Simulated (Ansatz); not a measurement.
Input (CCSDT(Q)/aug-cc-pV(Q+d)Z; Ansatz, a program for electronic structure): A basis named .json is the Basis Set Exchange file of that set.

Ansatz 0.2 input:
```yaml
crystal:
  periodic: [false, false, false]
  atoms:
    - {symbol: Si, position_ang: [-0.00000000, -0.00000000, -0.10099473]}
    - {symbol: H, position_ang: [0.00000000, 0.00000000, 1.41392619]}
basis:
  gaussian:
    orbitals: aug-cc-pV_Q+d_Z.json
total_charge: 1
magnetization: {spin_polarized: false}
correlation: {method: ccsdt_q, electrons: outside_noble_gas}
```

Output:

```
Functional definition: HF
integrals: 0.41 GiB planned
1435 factors; integrals over basis functions are off by at most 2.5e-7 eV
mean field: 0.37 GiB planned
mean field evaluation 1: about -7868.3053 eV, gradient 8.3e0 eV
mean field evaluation 2: about -7868.3052 eV, gradient 8.3e0 eV
mean field evaluation 4: about -7868.6401 eV, gradient 4.7e-1 eV
mean field evaluation 8: about -7868.6416 eV, gradient 9.4e-5 eV
mean field evaluation 16: about -7868.6416 eV, gradient 3.8e-7 eV
mean field -7868.64156486 eV, -289.1672439518 hartree, gradient 3.8e-7 eV, S^2 0.000000; 0 other end points of the search recorded, 0 dependent functions left out; unrestricted orbitals would lower it
5 core orbitals not correlated
reference -7868.64156486 eV, -289.1672439518 hartree; 2, 2 occupied and 128, 128 virtual orbitals, 1435 factors
second order -2.03140556 eV of doubles, -0.00000000 eV of singles
coupled cluster: 1.26 GiB planned
cycle   1  -2.37313886 eV  change   -3.4e-1 eV  update   6.1e-2
cycle   2  -2.65702539 eV  change   -2.8e-1 eV  update   3.0e-2
cycle   3  -2.65103520 eV  change    6.0e-3 eV  update   6.6e-3
cycle   4  -2.65423429 eV  change   -3.2e-3 eV  update   3.0e-3
cycle   5  -2.65493425 eV  change   -7.0e-4 eV  update   8.2e-4
cycle   6  -2.65419324 eV  change    7.4e-4 eV  update   3.5e-4
cycle   7  -2.65414800 eV  change    4.5e-5 eV  update   1.5e-4
cycle   8  -2.65427491 eV  change   -1.3e-4 eV  update   4.4e-5
cycle   9  -2.65426118 eV  change    1.4e-5 eV  update   1.3e-5
cycle  10  -2.65425226 eV  change    8.9e-6 eV  update   3.2e-6
cycle  11  -2.65425192 eV  change    3.5e-7 eV  update   9.9e-7
cycle  12  -2.65425248 eV  change   -5.7e-7 eV  update   3.5e-7
cycle  13  -2.65425272 eV  change   -2.4e-7 eV  update   9.6e-8
perturbative correction -0.00155403 eV, -0.0000571096 hartree
Total energy: -7871.29737161 eV, -289.2648430497 hartree
```

A triplet may lie lower; no result for it is given here.
